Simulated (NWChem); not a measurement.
Species: SiCl cation, singlet

```xyz
2

Si     0.0000     0.0000    -1.0852
Cl     0.0000     0.0000     0.8937
```
Atoms are numbered in this order, from 1.

All runs: NWChem. Pople sets run with spherical d functions. Low-valent species are run as closed-shell singlets; no triplet was tried in these runs. Structure relaxed at the B3LYP/6-31G* (spherical d) level. Level B3LYP/6-31G*: single points from the atomic guess with DIIS by default; each run changes one setting, and all converged runs end within 0.3 mHa of each other. cgmin counts macro-iterations, each dearer than a DIIS step.

**Question.** Which setting needs the most SCF iterations, or fails (quadratically convergent solver (cgmin); no level shifting; level shift of 0.5 Ha throughout; DIIS on 3 Fock matrices; occupation smearing of 0.005 Ha; defaults)?

**Answer.** level shift of 0.5 Ha throughout, with 19 against 8 for the defaults.
```csv
setting,SCF iterations
defaults,8
occupation smearing of 0.005 Ha,8
no level shifting,8
quadratically convergent solver (cgmin),4
DIIS on 3 Fock matrices,9
level shift of 0.5 Ha throughout,19
```
